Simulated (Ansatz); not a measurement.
Ansatz (an electronic-structure program) input (B3LYP-D3(BJ)/def2-TZVP):

Ansatz 0.2 input:
```yaml
crystal:
  periodic: [false, false, false]
  atoms:
    - {symbol: In, position_ang: [-0.00000000, -0.00000000, -1.45502438]}
    - {symbol: I, position_ang: [0.00000000, 0.00000000, 1.34521122]}
basis:
  gaussian:
    orbitals: def2-TZVP
hamiltonian:
  xc: b3lyp
  dispersion: d3bj
magnetization: {spin_polarized: true, initial_magnetization: 2}
phonons: {temperatures: {t_min: 298.15, t_max: 298.15, t_step: 100}}
```

Output:

```
Functional definition: B3LYP
integrals: 0.03 GiB planned
876 factors; their error is unknown
mean field: 0.43 GiB planned
mean field evaluation 1: about -13278.0648 eV, gradient 6.5e0 eV
mean field evaluation 2: about -13277.9907 eV, gradient 8.2e0 eV
mean field evaluation 4: about -13278.3081 eV, gradient 7.3e-1 eV
mean field evaluation 8: about -13278.5763 eV, gradient 1.3e-1 eV
mean field evaluation 16: about -13278.5764 eV, gradient 5.1e-5 eV
mean field evaluation 32: about -13277.8677 eV, gradient 5.8e0 eV
mean field -13278.57640850 eV, -487.9786824699 hartree, gradient 1.7e-5 eV, S^2 2.005124; 4 other end points of the search recorded, 0 dependent functions left out
the calculation of the forces begins
reference -13278.57659867 eV, -487.9786894588 hartree; 24, 22 occupied and 76, 78 virtual orbitals, 876 factors
these checks for a lower state are left out or cut short: stability, starts, cluster_reference, orbital_swaps, neighbouring_geometries, increment
integrals: 0.03 GiB planned
876 factors; their error is unknown
mean field: 0.43 GiB planned
mean field -13278.57640851 eV, -487.9786824702 hartree, gradient 1.1e-6 eV, S^2 2.005124; 0 other end points of the search recorded, 0 dependent functions left out
the calculation of the forces begins
reference -13278.57659868 eV, -487.9786894591 hartree; 24, 22 occupied and 76, 78 virtual orbitals, 876 factors
these checks for a lower state are left out or cut short: stability, starts, cluster_reference, orbital_swaps, neighbouring_geometries, increment
integrals: 0.03 GiB planned
876 factors; their error is unknown
mean field: 0.43 GiB planned
mean field -13278.57640851 eV, -487.9786824702 hartree, gradient 1.1e-6 eV, S^2 2.005124; 0 other end points of the search recorded, 0 dependent functions left out
the calculation of the forces begins
reference -13278.57659868 eV, -487.9786894591 hartree; 24, 22 occupied and 76, 78 virtual orbitals, 876 factors
these checks for a lower state are left out or cut short: stability, starts, cluster_reference, orbital_swaps, neighbouring_geometries, increment
integrals: 0.03 GiB planned
876 factors; their error is unknown
mean field: 0.43 GiB planned
mean field evaluation 64: about -13278.5764 eV, gradient 9.1e-7 eV
mean field -13278.57640851 eV, -487.9786824702 hartree, gradient 9.1e-7 eV, S^2 2.005124; 0 other end points of the search recorded, 0 dependent functions left out
the calculation of the forces begins
reference -13278.57659868 eV, -487.9786894591 hartree; 24, 22 occupied and 76, 78 virtual orbitals, 876 factors
these checks for a lower state are left out or cut short: stability, starts, cluster_reference, orbital_swaps, neighbouring_geometries, increment
integrals: 0.03 GiB planned
876 factors; their error is unknown
mean field: 0.43 GiB planned
mean field -13278.57640851 eV, -487.9786824702 hartree, gradient 9.1e-7 eV, S^2 2.005124; 0 other end points of the search recorded, 0 dependent functions left out
the calculation of the forces begins
reference -13278.57659868 eV, -487.9786894591 hartree; 24, 22 occupied and 76, 78 virtual orbitals, 876 factors
these checks for a lower state are left out or cut short: stability, starts, cluster_reference, orbital_swaps, neighbouring_geometries, increment
integrals: 0.03 GiB planned
876 factors; their error is unknown
mean field: 0.43 GiB planned
mean field -13278.57637422 eV, -487.9786812104 hartree, gradient 1.6e-6 eV, S^2 2.005106; 0 other end points of the search recorded, 0 dependent functions left out
the calculation of the forces begins
reference -13278.57656436 eV, -487.9786881978 hartree; 24, 22 occupied and 76, 78 virtual orbitals, 876 factors
these checks for a lower state are left out or cut short: stability, starts, cluster_reference, orbital_swaps, neighbouring_geometries, increment
integrals: 0.03 GiB planned
876 factors; their error is unknown
mean field: 0.43 GiB planned
mean field -13278.57641781 eV, -487.9786828122 hartree, gradient 1.6e-6 eV, S^2 2.005142; 0 other end points of the search recorded, 0 dependent functions left out
the calculation of the forces begins
reference -13278.57660803 eV, -487.9786898025 hartree; 24, 22 occupied and 76, 78 virtual orbitals, 876 factors
these checks for a lower state are left out or cut short: stability, starts, cluster_reference, orbital_swaps, neighbouring_geometries, increment
integrals: 0.03 GiB planned
876 factors; their error is unknown
mean field: 0.43 GiB planned
mean field evaluation 96: about -13278.5764 eV, gradient 1.1e-6 eV
mean field -13278.57640851 eV, -487.9786824702 hartree, gradient 1.1e-6 eV, S^2 2.005124; 0 other end points of the search recorded, 0 dependent functions left out
the calculation of the forces begins
reference -13278.57659868 eV, -487.9786894591 hartree; 24, 22 occupied and 76, 78 virtual orbitals, 876 factors
these checks for a lower state are left out or cut short: stability, starts, cluster_reference, orbital_swaps, neighbouring_geometries, increment
integrals: 0.03 GiB planned
876 factors; their error is unknown
mean field: 0.43 GiB planned
mean field -13278.57640851 eV, -487.9786824702 hartree, gradient 1.1e-6 eV, S^2 2.005124; 0 other end points of the search recorded, 0 dependent functions left out
the calculation of the forces begins
reference -13278.57659868 eV, -487.9786894591 hartree; 24, 22 occupied and 76, 78 virtual orbitals, 876 factors
these checks for a lower state are left out or cut short: stability, starts, cluster_reference, orbital_swaps, neighbouring_geometries, increment
integrals: 0.03 GiB planned
876 factors; their error is unknown
mean field: 0.43 GiB planned
mean field -13278.57640851 eV, -487.9786824702 hartree, gradient 9.1e-7 eV, S^2 2.005124; 0 other end points of the search recorded, 0 dependent functions left out
the calculation of the forces begins
reference -13278.57659868 eV, -487.9786894591 hartree; 24, 22 occupied and 76, 78 virtual orbitals, 876 factors
these checks for a lower state are left out or cut short: stability, starts, cluster_reference, orbital_swaps, neighbouring_geometries, increment
integrals: 0.03 GiB planned
876 factors; their error is unknown
mean field: 0.43 GiB planned
mean field -13278.57640851 eV, -487.9786824702 hartree, gradient 9.1e-7 eV, S^2 2.005124; 0 other end points of the search recorded, 0 dependent functions left out
the calculation of the forces begins
reference -13278.57659868 eV, -487.9786894591 hartree; 24, 22 occupied and 76, 78 virtual orbitals, 876 factors
these checks for a lower state are left out or cut short: stability, starts, cluster_reference, orbital_swaps, neighbouring_geometries, increment
integrals: 0.03 GiB planned
876 factors; their error is unknown
mean field: 0.43 GiB planned
mean field evaluation 128: about -13278.5764 eV, gradient 1.6e-6 eV
mean field -13278.57641781 eV, -487.9786828122 hartree, gradient 1.6e-6 eV, S^2 2.005142; 0 other end points of the search recorded, 0 dependent functions left out
the calculation of the forces begins
reference -13278.57660803 eV, -487.9786898025 hartree; 24, 22 occupied and 76, 78 virtual orbitals, 876 factors
these checks for a lower state are left out or cut short: stability, starts, cluster_reference, orbital_swaps, neighbouring_geometries, increment
integrals: 0.03 GiB planned
876 factors; their error is unknown
mean field: 0.43 GiB planned
mean field -13278.57637422 eV, -487.9786812104 hartree, gradient 1.6e-6 eV, S^2 2.005106; 0 other end points of the search recorded, 0 dependent functions left out
the calculation of the forces begins
reference -13278.57656436 eV, -487.9786881978 hartree; 24, 22 occupied and 76, 78 virtual orbitals, 876 factors
Total energy: -13278.69172074 eV, -487.9829201166 hartree
Atom 0 at    -0.000000    -0.000000    -1.455024 Å, force     0.000000     0.000000    -0.002054 eV/Å
Atom 1 at     0.000000     0.000000     1.345211 Å, force    -0.000000    -0.000000     0.002054 eV/Å
Dipole moment:    -0.000000     0.000000    -0.236152 e Å
Vibrations: 134.30 cm⁻¹, zero-point energy 0.008326 eV
```

This is an excited triplet: at this geometry the singlet lies 2.95 eV lower at CCSD(T)/CBS(def2-TZVPPD,def2-QZVPPD).
